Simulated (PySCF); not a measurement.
A structure optimised at r2SCAN-D4/def2-SVP, used in a PySCF frequency run:

```
Ge
H 1 1.5308
C 1 1.9307 2 117.03
H 3 1.0991 1 109.11 2 180.00
H 3 1.1000 4 109.26 1 -120.07
H 3 1.1000 4 109.26 5 -119.87
Cl 1 2.1625 2 107.40 3 -122.24
Cl 1 2.1625 2 107.40 3 122.24
```

Question: Write its SMILES, formula and point group.

Answer: [CH3][GeH]([Cl])[Cl], CH₄Cl₂Ge, Cs

Question: What are its rotational constants (standard atomic weights)?

Answer: 3.5395, 2.0907, 1.5027 GHz
